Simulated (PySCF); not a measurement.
# Phosphorus: a sound run and one with changed settings

Sound run: P⁺ [Ne] 3s2 3p2, P²⁺ [Ne] 3s2 3p1. All numbers are calculated (PySCF 2.14, scalar relativity by spin-free X2C-1e, in x2c-TZVPall (5s5p2d1f, 37 functions)). In the sound run the correlated levels freeze [Ne]. The sound run starts from symmetry-adapted Hartree-Fock orbitals and uses a fine grid where one is needed.

Changed run: the non-relativistic Hamiltonian (point nucleus). This setting is unsound on purpose.

```json
{"species": "P⁺", "method": "UHF", "sound run (hartree)": "-341.16228", "changed run (hartree)": "-340.21891", "converged": "yes"}
{"species": "P⁺", "method": "TPSS", "sound run (hartree)": "-341.72087", "changed run (hartree)": "-340.77575", "converged": "yes"}
{"species": "P⁺", "method": "BP86", "sound run (hartree)": "-341.73372", "changed run (hartree)": "-340.78773", "converged": "yes"}
{"species": "P⁺", "method": "MP2", "sound run (hartree)": "-341.22274", "changed run (hartree)": "-340.27938", "converged": "yes"}
{"species": "P⁺", "method": "CCSD(T)", "sound run (hartree)": "-341.24555", "changed run (hartree)": "-340.30229", "converged": "yes"}
{"species": "P²⁺", "method": "UHF", "sound run (hartree)": "-340.45849", "changed run (hartree)": "-339.51500", "converged": "yes"}
{"species": "P²⁺", "method": "TPSS", "sound run (hartree)": "-340.99254", "changed run (hartree)": "-340.04723", "converged": "yes"}
{"species": "P²⁺", "method": "BP86", "sound run (hartree)": "-341.00522", "changed run (hartree)": "-340.05904", "converged": "yes"}
{"species": "P²⁺", "method": "MP2", "sound run (hartree)": "-340.50307", "changed run (hartree)": "-339.55959", "converged": "yes"}
{"species": "P²⁺", "method": "CCSD(T)", "sound run (hartree)": "-340.52313", "changed run (hartree)": "-339.57977", "converged": "yes"}
```

Ionisation energy of P⁺:

```tsv
method	sound run (eV)	changed run (eV)
UHF	19.151	19.154
TPSS	19.819	19.824
BP86	19.823	19.829
MP2	19.583	19.586
SCS-MP2	19.495	19.498
CCSD	19.624	19.627
CCSD(T)	19.658	19.661
```

Most of the change in total energy is the relativistic energy itself. On top of that the contraction fixes the core shape for the Hamiltonian it was made with, so the changed run is not a good calculation with the other Hamiltonian either.

For comparison, NIST gives 19.769 eV between the lowest levels.
